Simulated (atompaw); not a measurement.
## An all-electron radial function and its pseudo partner (V (Z = 23))

Columns: radius, all-electron u(r) and pseudo u(r) of the 4p shell (level -1.43 eV) of vanadium in the configuration [Ne] 3s2 3p6 3d3 4s2 4p0; PBEsol, scalar-relativistic, PAW (atompaw) scheme, atompaw 4.2.0.5.

```csv
r (bohr),all-electron,pseudo
0.090,0.0780,-0.0034
0.181,0.1053,-0.0132
0.271,0.0575,-0.0279
0.362,-0.0189,-0.0459
0.452,-0.0904,-0.0650
0.542,-0.1436,-0.0832
0.633,-0.1750,-0.0987
0.723,-0.1854,-0.1089
0.813,-0.1789,-0.1121
0.904,-0.1591,-0.1070
0.994,-0.1303,-0.0938
1.085,-0.0950,-0.0732
1.175,-0.0565,-0.0466
1.265,-0.0162,-0.0138
1.356,0.0251,0.0251
1.446,0.0653,0.0653
1.537,0.1048,0.1048
1.627,0.1422,0.1422
1.717,0.1777,0.1777
1.808,0.2115,0.2115
1.898,0.2428,0.2428
1.988,0.2719,0.2719
2.079,0.2991,0.2991
2.169,0.3240,0.3240
2.260,0.3470,0.3470
2.350,0.3678,0.3678
```

Problem. How many radial nodes do the two functions have?

Solution. The all-electron 4p function has n − l − 1 = 2; the pseudo-wave has 1, since 1 lower shell of the same l stays in the valence.

Problem. At about which radius was the pseudo-wave matched?

Solution. 1.40 bohr, where the columns begin to agree (steps of 0.09 bohr).

Problem. Is the pseudo-wave norm-conserving?

Solution. No, it belongs to a PAW set: the norm inside the radius is not constrained, and the difference is carried by the augmentation charge.
